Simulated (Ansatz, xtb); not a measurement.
CH3F2OSi+: where a starting geometry ends

The starting geometry of this gas-phase singlet was built from a drawn formula by distance geometry and a force field; its bonds are those of `O[C@H](F)[SiH+]F`.

```yaml
atoms:
  - { symbol: C, position_ang: [-1.8857, 0.8609, -0.3888] }
  - { symbol: F, position_ang: [-1.6780, 0.1362, -1.5216] }
  - { symbol: F, position_ang: [-0.8846, 1.1516, 2.2573] }
  - { symbol: O, position_ang: [-3.2783, 0.8391, -0.2532] }
  - { symbol: Si, position_ang: [-0.8625, 0.1312, 0.9904] }
  - { symbol: H, position_ang: [-3.6146, 0.7037, -1.1784] }
  - { symbol: H, position_ang: [-1.5383, 1.8619, -0.5772] }
  - { symbol: H, position_ang: [0.5549, -0.1195, 0.5782] }
```

**Question.** Predict what it relaxes into with r2SCAN-D4/def2-SVP.

**Answer.** A new bond forms, giving a structure given below by its coordinates. Distances that change by over a tenth: C1–O4 (1.40 → 1.58 Å). Contacts that close: O4–Si5 (2.81 → 1.77 Å).

The energy falls by 1.78 eV over 26 steps:

```csv
step,E − E(last) (eV)
1,1.780
4,0.956
7,0.789
9,0.745
12,0.663
15,0.215
18,0.005
20,0.001
23,0.000
26,0.000
```

Final geometry (Å):

| atom | x (Å) | y (Å) | z (Å) |
| --- | --- | --- | --- |
| C | -1.5055 | 1.1614 | -0.8529 |
| F | -1.2327 | 0.6264 | -2.0078 |
| F | -1.1219 | 1.3621 | 2.0391 |
| O | -2.5511 | 0.2598 | -0.0796 |
| Si | -1.0092 | 0.4118 | 0.7775 |
| H | -3.5160 | 0.4320 | -0.0346 |
| H | -1.9131 | 2.1831 | -0.9242 |
| H | -0.3375 | -0.8715 | 0.9891 |

From the same start GFN2-xTB reaches the same bonding as this run.

The end wasn't checked by frequencies. Run with Ansatz 0.2.0, 44 s on 1 thread of Intel(R) Xeon(R) 6975P-C (Granite Rapids), with other jobs on the host.
